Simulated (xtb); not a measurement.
F₄Te, triplet, geometry from GFN2-xTB (a higher spin typed on purpose: for a closed-shell molecule this is an excited state). Base run: xtb with GFN0-xTB.

Geometry (Å):
```xyz
5

Te    -0.0121     0.0072     0.0483
F     -0.1472     1.8139     1.0488
F      0.2144    -1.5202    -1.2269
F     -0.4801    -1.4429     1.4489
F      0.4830     1.1078    -1.5498
```
Charge 0, spin multiplicity 3.
All else is at xtb's defaults.
Base energy -18.55026 Eh.

Each row names what was changed in the base input (with any setting that the change needs).

```
change         ΔE vs base (kcal/mol)
-------------  ---------------------
base                           0.000
etemp = 10                     0.000
acc = 30                       0.000
acc = 0.0001                   0.000
etemp = 10000                  -67.6
etemp = 5000                  -17.08
```
